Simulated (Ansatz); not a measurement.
Basis sets compared for B3As3H12, a cluster cut from wurtzite BAs (hydrogen-capped). Charge 0, multiplicity 1. Geometry B3LYP-D4/def2-SVP. Ansatz on 4 threads of Arm Neoverse V2 on a shared host; times are rough, and most runs start from earlier orbitals.

```csv
atom,x (Å),y (Å),z (Å)
As1,0.8227,-0.8622,-1.5173
B2,2.0469,-0.3694,0.0730
As3,0.8280,-0.1903,1.7323
B4,-0.8568,0.2878,-1.8748
As5,-1.8806,0.4230,-0.0846
B6,-0.8518,1.0073,1.6099
H7,1.6583,-0.8983,-2.7753
H8,0.4434,-2.3282,-1.4467
H9,2.8919,-1.2184,0.2473
H10,2.4585,0.7489,-0.1589
H11,0.4503,-1.5640,2.2503
H12,1.6675,0.2755,2.8986
H13,-1.5493,-0.2133,-2.7318
H14,-0.4490,1.4069,-2.1094
H15,-2.6326,-0.8659,0.1825
H16,-3.0611,1.3464,-0.2736
H17,-0.4447,2.1279,1.3812
H18,-1.5415,0.8865,2.5973
```

The 6-31G sets use Cartesian d functions.

Binding counts from free atoms (As quartet, B doublet, H doublet) in the same basis, without a counterpoise term.

| level | functions | energy (Eh) | HOMO (eV) | LUMO (eV) | binding per atom (eV) | wall time |
| --- | --- | --- | --- | --- | --- | --- |
| HF/STO-3G | 81 | -6708.0753 | -8.66 | 9.79 | 3.38 | 1.5 s |
| HF/6-31G | 138 | -6782.4944 | -10.40 | 3.06 | 2.08 | 2.5 s |
| PBE-D4/def2-SVP | 198 | -6787.3798 | -6.69 | -1.32 | 3.12 | 3.8 s |
| PBE-D4/def2-TZVP | 309 | -6788.2946 | -6.76 | -1.48 | 3.11 | 7 s |
| PBE0-D4/def2-SVP | 198 | -6787.6192 | -7.85 | -0.53 | 3.11 | 7 s |
| PBE0-D4/def2-TZVP | 309 | -6788.5277 | -7.87 | -0.68 | 3.09 | 16 s |

Problem. Estimate the rows for PBE-D4/def2-TZVPD, PBE0-D4/def2-TZVPD.

Solution. 
```tsv
level	functions	energy (Eh)	HOMO (eV)	LUMO (eV)	binding per atom (eV)	wall time
PBE-D4/def2-TZVPD	381	-6788.2960	-6.77	-1.60	3.11	14 s
PBE0-D4/def2-TZVPD	381	-6788.5291	-7.87	-0.85	3.09	23 s
```
